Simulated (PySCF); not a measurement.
# Ho⁵⁶⁺: ionisation energy

Ho⁵⁶⁺ [Ne] 3s1 [3s1/2^1, M_J = 1/2] → Ho⁵⁷⁺ [Ne], as a difference of total energies. All numbers are calculated (PySCF 2.14, the two-component X2C-1e Hamiltonian, in an even-tempered Gaussian basis (18 s from 16 bohr⁻², ratio 2.4; 14 p from 21 bohr⁻², ratio 2.4; 4 d from 68 bohr⁻², ratio 2.6; 4 f from 100 bohr⁻², ratio 2.6)). Correlated levels: 1s2 frozen; the 54 highest virtual spinors dropped. "Screened" scales the spin-orbit matrix elements by Boettger's factors to mimic the two-electron term; Breit and QED terms are absent.

```
                    method  ionisation energy (eV)
           GHF (spin-free)                  5615.1
          GMP2 (spin-free)                  5615.9
 GHF (screened spin-orbit)                  5614.7
GMP2 (screened spin-orbit)                  5615.5
```

Breit and QED terms and the two-electron picture change are absent.

For comparison: 5611 ± 5 eV (theoretical estimate listed by NIST; NIST Atomic Spectra Database, ionization energies).
